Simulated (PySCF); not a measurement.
C3H5NOSi.
Numbering: `[CH2:1]=[CH:2][O:3][SiH2:4][C:5]#[N:6]` (hydrogens: H7, H8 on C1; H9 on C2; H10, H11 on Si4)

Computed by this run: PBE0-D3(BJ)/def2-SVP geometry optimisation, gas phase (PySCF 2.14.0); density fitting, grid level 1; the optimiser is geomeTRIC in internal coordinates, started from a GFN2-xTB structure with every atom displaced at random (about 0.01 Å).

Step 0: E = -14587.9038 eV
```
atom  x, y, z in Å  |  force x, y, z in eV/Å
C1      2.3473   -0.2852    0.3692   -1.504   1.361  -1.311
C2      1.1367    0.1210   -0.0745    1.191  -0.941   0.953
O3     -0.0263   -0.3815    0.4220    3.614   0.467   0.823
Si4    -1.5045   -0.5093   -0.0762   -3.231   0.171  -0.403
C5     -2.1711    1.1217   -0.7401    0.502  -0.900   0.467
N6     -2.5428    2.1375   -1.1396   -0.304   0.748  -0.320
H7      2.4314   -1.0105    1.1314    0.123  -1.034   1.005
H8      3.2425    0.1738   -0.0372    0.141   0.070  -0.100
H9      1.0203    0.8837   -0.8237   -0.075   0.544  -0.569
H10    -2.2186   -0.8347    1.1805   -0.360  -0.086  -0.223
H11    -1.6768   -1.4422   -1.1875   -0.097  -0.401  -0.323
```

Problem. Estimate the geometry and energy of step 1. (The exact step hangs on the optimiser's Hessian estimate; all steps are aligned on step 0, rigid shifts and turns removed.)

Solution. E = -14588.1515 eV, largest force 0.419 eV/Å
```
atom  x, y, z in Å  |  force x, y, z in eV/Å
C1      2.3517   -0.2408    0.3352   -0.115   0.000   0.100
C2      1.1317    0.1199   -0.0571    0.024   0.079  -0.124
O3      0.0101   -0.4032    0.4957   -0.297  -0.184   0.120
Si4    -1.5560   -0.5429   -0.0460    0.291   0.298   0.042
C5     -2.0779    1.1215   -0.7156   -0.019  -0.091   0.066
N6     -2.3923    2.1585   -1.1282    0.010   0.021  -0.015
H7      2.4790   -0.9834    1.1275    0.045   0.002  -0.065
H8      3.2294    0.2281   -0.1088    0.004   0.002  -0.018
H9      0.9647    0.8851   -0.8274    0.005  -0.023  -0.013
H10    -2.4107   -0.8720    1.1189    0.058  -0.003  -0.048
H11    -1.6916   -1.4967   -1.1699   -0.006  -0.103  -0.045
```

The energy changes by -0.2477 eV. The first-order estimate −F·Δx gives -0.5589 eV and the mean of the old and new forces, exact on a quadratic surface, -0.2664 eV. The step makes an angle of 74° with the force vector and moves no atom by more than 0.205 Å.

What follows is the cost of the whole optimisation. The run took 29 s wall on Arm Neoverse V2, one thread, shared host with 32 logical CPUs at a one-minute load of 17, and the process peaked at 0.46 GiB of memory.
